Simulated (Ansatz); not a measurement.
Program: Ansatz. Geometries: PBE0-D4/def2-TZVP. ΔE: electronic, gas phase. CBS: MP2 limit from def2 TZ/QZ plus the TZ coupled-cluster correction, frozen cores. DFT in def2-TZVPP. For Ge outer-core shells are correlated without core-valence functions, which leaves a few kJ/mol of doubt a bond. Scalar relativity is left out up to krypton. Each species was taken in one conformer, which may not be the lowest.

Reaction (redistribution): `B[SiH](O)OC` + `F[CH2][GeH3]` → `CO[SiH](O)F` + `B[CH2][GeH3]`

```tsv
level	ΔE (kJ/mol)	difference from CCSD(T)/CBS
r2SCAN-D4	-330.5	4.3
ωB97X-V	-316.9	17.9
HF/def2-TZVPP	-329.3	5.5
CCSD(T)/def2-TZVPP	-330.6	4.2
HF/def2-QZVPP	-331.7	3.1
MP2/def2-QZVPP	-351.8	-17.0
SCS-MP2/def2-QZVPP	-340.5	-5.7
HF/CBS(def2)	-332.0	2.8
MP2/CBS(def2)	-352.8	-18.0
CCSD/CBS(def2)	-335.0	-0.2
CCSD(T)/CBS	-334.8	0
```

Largest T1 diagnostic among the species: 0.012.

From PBE to PBE0 (25 % exact exchange), in def2-TZVPP and without D4, ΔE moves by −11.9 kJ/mol.
